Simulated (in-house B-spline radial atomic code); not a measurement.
How numerical settings move a run on neutral helium, 1s2. Computed with an all-electron radial atomic-structure program (B-spline basis): Dirac-Kohn-Sham BLYP, spherical fractional occupations, Gaussian nucleus of rms radius 1.6755 fm.

Command:
```bash
python run_scf.py task.json out
```
Settings of the sound reference run:
```
Z                2
electrons        2
configuration    1s2
hamiltonian      dirac
method           b88,lyp
spin_polarised   False
nucleus          gauss
rms_radius       1.6755
mass_number      4
atomic_mass      4.002603
speed_of_light   137.036
knot_spacing     0.22
spline_order     8
gauss_points     12
box_radius       50
max_iterations   70
damping          0.5
damped_steps     3
diis_vectors     10
tolerance        1e-08
start            Thomas-Fermi
```

Run time, properties included: 0.61 s on 1 thread of Arm Neoverse N1 (shared host).

It converges in 7 iterations to -2.907209 hartree, with 1s1/2 at -15.9159 eV. The other runs change the listed settings, some to values that make no sense; their results aren't properties of the atom or ion. Radii are in bohr (the nuclear one in fm), a minus after a letter asks for a j subshell, and «unchanged» means within 1e-8 hartree. The run stops when the residual is below 10 × tolerance × max(1, Z/10), or a noise floor if that is larger, and the energy moves by less than 1e-8 × √|E| hartree; so very loose and very tight tolerances often act alike.

```tsv
changed settings	outcome
damped_steps = 0	converged in 6 iterations, energy unchanged, 1s1/2 level -1.3e-06 eV
damped_steps = 8	converged in 11 iterations, energy unchanged, 1s1/2 level +3.0e-05 eV
knot_spacing = 0.1, max_iterations = 100, damped_steps = 30	converged in 12 iterations, energy unchanged, 1s1/2 level +1.3e-05 eV
knot_spacing = 1.4	not converged after 70 iterations, last residual 2.1e-03, last energy +2.87e-04 hartree from the reference
electrons = 5, configuration = 1s2 2s3, max_iterations = 50	stopped with error: shell 2s holds at most 2 electrons
knot_spacing = 2	converged in 35 iterations, energy +2.23e-03 hartree from the reference, 1s1/2 level -6.7e-03 eV
start = bare nucleus	converged in 7 iterations, energy unchanged, 1s1/2 level +1.5e-06 eV
damped_steps = 1	converged in 6 iterations, energy unchanged, 1s1/2 level -7.8e-07 eV
knot_spacing = 0.75	converged in 17 iterations, energy +8.49e-06 hartree from the reference, 1s1/2 level +7.9e-05 eV
gauss_points = 8, max_iterations = 12, damping = 0.8, start = bare nucleus	converged in 8 iterations, energy unchanged, 1s1/2 level -1.7e-06 eV
damped_steps = 30	converged in 13 iterations, energy unchanged, 1s1/2 level +4.1e-06 eV
knot_spacing = 0.1, max_iterations = 75, tolerance = 0.01, start = bare nucleus	converged in 7 iterations, energy unchanged, 1s1/2 level +1.8e-06 eV
knot_spacing = 1	not converged after 70 iterations, last residual 1.9e-03, last energy -5.52e-05 hartree from the reference
```

What happens with knot_spacing = 0.4?

Not converged after 70 iterations, last residual 3.2e-06, last energy +2.07e-06 hartree from the reference.

What happens with spline_order = 10, gauss_points = 5, max_iterations = 8, damping = 0.95?

Converged in 8 iterations, energy unchanged, 1s1/2 level -1.5e-06 eV.

What happens with max_iterations = 60, diis_vectors = 0, start = bare nucleus?

Converged in 13 iterations, energy unchanged, 1s1/2 level +1.3e-06 eV.

What happens with knot_spacing = 0.15?

Converged in 7 iterations, energy unchanged.
